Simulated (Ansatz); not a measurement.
Reaction (redistribution): `ClBCl` + `C[O][Al]([OH])[F]` → `OBCl` + `C[O][Al]([F])[Cl]`

Computed with Ansatz on PBE0-D4/def2-TZVP structures; ΔE is electronic, products minus reactants. CCSD(T)/CBS is the MP2 limit (def2-TZVPP, def2-QZVPP) plus CCSD(T) − MP2 in def2-TZVPP, frozen cores. This one scheme is used for every species. DFT in def2-TZVPP. Each species was taken in one conformer, which may not be the lowest.

CCSD(T)/CBS gives -80.9 kJ/mol.

Q: Another level gave -80.8 kJ/mol. Which?
A. RPA@PBE/def2-TZVPP
B. r2SCAN0-D4/def2-TZVPP
C. HF/def2-TZVPP
D. CCSD/def2-TZVPP

A: D. CCSD/def2-TZVPP -80.8, r2SCAN0-D4 -85.0, RPA@PBE/def2-TZVPP -75.7, HF/def2-TZVPP -92.8 kJ/mol.

Largest T1 diagnostic among the species: 0.012.

Leaving LDA and LC-ωPBE aside and taking each functional with its dispersion term where it has one, the values, not all of them listed here, spread over 8.3 kJ/mol, from BHLYP-D4 to BLYP-D4. In def2-TZVPP, CCSD(T) changes the Hartree–Fock value by +13.3 kJ/mol (the triples alone add +1.3 kJ/mol) and MP2 by +15.9 kJ/mol. From PBE to PBE0 (25 % exact exchange), in def2-TZVPP and without D4, ΔE moves by −3.7 kJ/mol.
